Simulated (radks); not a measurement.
The numbers below are computed, except where a source is named.
Pd+, configuration [Kr] 4d9. Level of theory: Dirac Kohn-Sham, LDA (Slater exchange, Perdew-Wang correlation), spin-unpolarised, spherical densities, finite nucleus; open shells are shared between the two j in proportion to 2j + 1; Fermi nuclear charge, rms radius 4.5318 fm (a radial shooting solver on a logarithmic mesh with Libxc functionals).

Spin-orbit splittings of the eigenvalues, e(l+1/2) - e(l-1/2), with zeta = 2 splitting/(2l+1) and mean radii in bohr:

| shell | occ. | splitting (eV) | zeta (eV) | <r> j=l-1/2 | <r> j=l+1/2 |
|---|---|---|---|---|---|
| 2p | 6 | 159.2 | 106.1 | 0.1172 | 0.1222 |
| 3p | 6 | 27.75 | 18.50 | 0.3717 | 0.3826 |
| 3d | 10 | 5.538 | 2.215 | 0.3559 | 0.3594 |
| 4p | 6 | 4.523 | 3.015 | 1.018 | 1.050 |
| 4d | 9 | 0.4840 | 0.1936 | 1.450 | 1.473 |
| 4f | 0 | 2.284e-06 | 6.526e-07 | 16.82 | 16.82 |
| 5p | 0 | 0.2725 | 0.1817 | 3.603 | 3.713 |
| 5d | 0 | 0.01331 | 0.005326 | 7.684 | 7.750 |
